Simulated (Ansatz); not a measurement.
Reaction (formal exchange of groups at the Si–O bond): `O[SiH2]N[SiH](O)O` + CH₄ → `C[SiH](O)N[SiH2]O` + H₂O

Gas-phase electronic energies from Ansatz, PBE0-D4/def2-TZVP geometries. CCSD(T)/CBS is the MP2 limit (def2-TZVPP, def2-QZVPP) plus CCSD(T) − MP2 in def2-TZVPP, frozen cores. This one scheme is used for every species. Functionals use def2-TZVPP. Each species was taken in one conformer, which may not be the lowest.

`O[SiH2]N[SiH](O)O`:

Z-matrix (Å, degrees):
```
Si
N 1 1.709
O 1 1.661 2 107.4
H 1 1.487 2 113.4 3 117.8
H 1 1.485 2 107.8 3 -120.6
Si 2 1.719 1 127.2 3 -47.6
H 2 1.010 1 116.0 3 119.1
H 3 0.959 1 116.4 2 156.4
O 6 1.641 2 104.3 1 138.2
O 6 1.633 2 107.9 1 14.2
H 6 1.480 2 115.4 1 -102.8
H 9 0.958 6 117.1 2 163.5
H 10 0.965 6 114.9 2 32.5
```

CH₄:

Z-matrix (Å, degrees):
```
C
H 1 1.090
H 1 1.090 2 109.5
H 1 1.090 2 109.5 3 -120.0
H 1 1.090 2 109.5 3 120.0
```

`C[SiH](O)N[SiH2]O`:

Z-matrix (Å, degrees):
```
C
Si 1 1.852
H 1 1.093 2 110.7
H 1 1.092 2 111.0 3 -120.6
H 1 1.092 2 110.4 3 119.2
O 2 1.647 1 106.7 3 -63.5
N 2 1.734 1 111.2 3 59.1
H 2 1.489 1 112.5 3 176.1
H 6 0.962 2 113.7 1 168.8
Si 7 1.709 2 122.1 1 168.3
H 7 1.010 2 117.1 1 -36.8
O 10 1.659 7 106.7 2 40.4
H 10 1.486 7 108.5 2 161.1
H 10 1.487 7 113.1 2 -76.9
H 12 0.958 10 116.9 7 -148.7
```

H₂O:

Cartesian coordinates in Å:
```
O 0.241 -0.250 -0.175
H 0.464 0.594 0.221
H -0.705 -0.344 -0.046
```

| level | ΔE (kJ/mol) |
| --- | --- |
| PBE-D4 | 111.4 |
| ωB97X-V | 119.8 |
| B2PLYP | 125.9 |
| r2SCAN | 123.8 |
| MP2/def2-TZVPP | 120.8 |
| SCS-MP2/def2-TZVPP | 123.4 |
| CCSD/def2-TZVPP | 121.5 |
| MP2/CBS(def2) | 118.5 |

Q: What does CCSD(T)/CBS give? (An estimate is asked.)

A: The calculation gave: +117.7 kJ/mol. The listed levels differ from it by -6.3, 2.1, 8.2, 6.1, 3.1, 5.7, 3.8, 0.8 kJ/mol.

Largest T1 diagnostic among the species: 0.012.

The D4 term adds −3.2 kJ/mol with B3LYP and −2.0 kJ/mol with PBE0; it sums over pairs of atoms, weighted by their polarisabilities, and B3LYP, whose exchange is more repulsive, gets the larger term. In def2-TZVPP, CCSD(T) changes the Hartree–Fock value by −15.4 kJ/mol (the triples alone add −1.5 kJ/mol) and MP2 by −14.6 kJ/mol.

B3LYP here is the variant with VWN-RPA as its local correlation; programs differ in this.
